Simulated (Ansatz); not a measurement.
Reaction (redistribution): `OC[SiH](S)Cl` + `C[SiH](F)[SiH2]O` → `O[SiH2][SiH](S)Cl` + `C[SiH](F)CO`

Gas-phase electronic energies from Ansatz, PBE0-D4/def2-TZVP geometries. CBS: MP2 limit from def2 TZ/QZ plus the TZ coupled-cluster correction, frozen cores. Functionals use def2-TZVPP. B3LYP here is the variant with VWN-RPA as its local correlation; programs differ in this. Each species was taken in one conformer, which may not be the lowest.

```
             level  ΔE (kcal/mol)  difference from CCSD(T)/CBS
            PBE-D4           -2.9                         -0.6
         r2SCAN-D4           -3.0                         -0.7
           PBE0-D4           -2.6                         -0.3
          B3LYP-D4           -2.6                         -0.3
           ωB97X-V           -2.1                          0.2
           ωB97M-V           -2.4                         -0.1
            B2PLYP           -2.3                          0.0
               PBE           -2.8                         -0.5
            r2SCAN           -2.9                         -0.6
              PBE0           -2.5                         -0.2
             B3LYP           -2.4                         -0.1
     HF/def2-TZVPP           -1.8                          0.5
    MP2/def2-TZVPP           -2.1                          0.2
SCS-MP2/def2-TZVPP           -2.0                          0.3
   CCSD/def2-TZVPP           -2.0                          0.3
CCSD(T)/def2-TZVPP           -2.2                          0.1
     HF/def2-QZVPP           -1.7                          0.6
    MP2/def2-QZVPP           -2.1                          0.2
SCS-MP2/def2-QZVPP           -2.1                          0.2
      HF/CBS(def2)           -1.7                          0.6
     MP2/CBS(def2)           -2.2                          0.1
    CCSD/CBS(def2)           -2.2                          0.1
       CCSD(T)/CBS           -2.3                            0
```

Largest T1 diagnostic among the species: 0.012.
